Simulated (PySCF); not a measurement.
An unknown is described by computed data only.

Formula: CH8P2SSi.

| Quantity | Value |
| --- | --- |
| NMR, other nuclei | isotropic shieldings of nuclei other than C and H, by class: 345 (1 Si), 601 (2 P), 698 (1 S) ppm [GIAO PBE0/pcSseg-1] |
| Rotational structure | rotational constants A, B, C: 2.025, 1.407, 0.888 GHz [GFN2-xTB] |
| 1H NMR | chemical shifts (computed TMS as zero) by class: 5.92 (1 H), 2.09 (3 H), 1.24 (4 H) ppm [GIAO PBE0/pcSseg-1] |
| Polarisability | 116.7 au [PBE0/def2-SVPD] |
| Triplet | lowest triplet excitation (Tamm–Dancoff): 4.86 eV [TDA PBE0/def2-SVPD] |
| Dipole | 1.11 D [PBE0/def2-SVPD] |
| UV, first state | lowest singlet excitation: 5.20 eV (239 nm, f = 0.007) [TDDFT PBE0/def2-SVPD] |
| UV, strongest line | among the 6 lowest singlet transitions: S6 at 6.17 eV (201 nm, f = 0.037) [TDDFT PBE0/def2-SVPD] |
| 13C NMR | chemical shifts (computed TMS as zero) by class: 16.3 (1 C) ppm [GIAO PBE0/pcSseg-1] |

Gas-phase values; electronic properties from PySCF, density fitting. Levels stand in brackets. Isolated species at its GFN2-xTB geometry (one conformer only). NMR values are class means; diastereotopic atoms form classes of their own.

Question: Propose a structure and show how it fits.

Answer: Numbering: `[CH3:1][S:2][SiH:3]([PH2:4])[PH2:5]`. The one carbon: S-methyl carbon [C1] (16.3 ppm). Hydrogen classes from least to most shielded: 1 H on an SiH silicon, Si3 (5.92 ppm), 3 H on an S-methyl carbon, C1 (2.09 ppm), 4 H on 2 like atoms (three-coordinate phosphorus), P4/P5 (1.24 ppm, a mean of values up to 0.7 ppm apart in this geometry). The other shieldings belong to: 345 ppm, SiH silicon [Si3]; 601 ppm, three-coordinate phosphorus [P4/P5]; 698 ppm, sulfur bonded to C and Si [S2]. The optimised geometry has point group C1 and is an asymmetric top. Structure: `CS[SiH](P)P`. The assignments are read from this structure; whether some other isomer fits the data as well wasn't checked.

The values belong to the conformer `[CH3:1][S:2][SiH:3]([PH2:4])[PH2:5]`: C1–S2–Si3–P4 160°, H–P4–Si3–S2 66°, H–P4–Si3–S2 159°, H–P5–Si3–S2 69°, H–P5–Si3–S2 162°.
